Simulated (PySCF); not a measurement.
C4H7ClSi. Atoms are numbered in the order given.

```xyz
13

C     -1.2155     1.9363    -0.9184
C     -0.9267     0.6343    -0.1987
Si    -2.2741    -0.6914    -0.1250
C      0.2230     0.3713     0.3779
C      1.3568     0.0740     0.9608
Cl     2.6746    -0.7312     0.1226
H     -1.4753     1.7437    -1.9730
H     -0.3526     2.6170    -0.8905
H     -2.0808     2.4471    -0.4635
H     -2.6607    -1.0831    -1.5133
H     -3.4850    -0.1309     0.5464
H     -1.7799    -1.8772     0.6231
H      1.5769     0.2979     2.0078
```

The structure is a stationary point at B3LYP-D3(BJ)/def2-SVP. This is a generated structure with no PubChem entry under its InChIKey; it may be hypothetical.

All values below come from PBE/pcSseg-1 (PySCF).

GIAO shieldings, no solvent; atoms alike by connectivity are averaged. δ = σ(ref) − σ: ¹³C against TMS (σ = 182.0 ppm); ²⁹Si against TMS (σ = 335.4 ppm); ³⁵Cl against HCl (σ = 936.5 ppm); ¹H against TMS (σ = 31.49 ppm), references at their B3LYP-D3(BJ)/def2-TZVP geometries, non-relativistic (without spin–orbit terms, shifts of atoms bonded to Cl or Br come out too high).

| nucleus | atoms | count | δ (ppm) |
|---|---|---|---|
| ¹³C | C4 | 1 | 220.4 |
| ¹³C | C2 | 1 | 106.6 |
| ¹³C | C5 | 1 | 101.3 |
| ¹³C | C1 | 1 | 24.8 |
| ²⁹Si | Si3 | 1 | -65.6 |
| ³⁵Cl | Cl6 | 1 | 192.9 |
| ¹H | H13 | 1 | 6.35 |
| ¹H | H10, H11, H12 | 3 | 4.61 |
| ¹H | H7, H8, H9 | 3 | 2.26 |
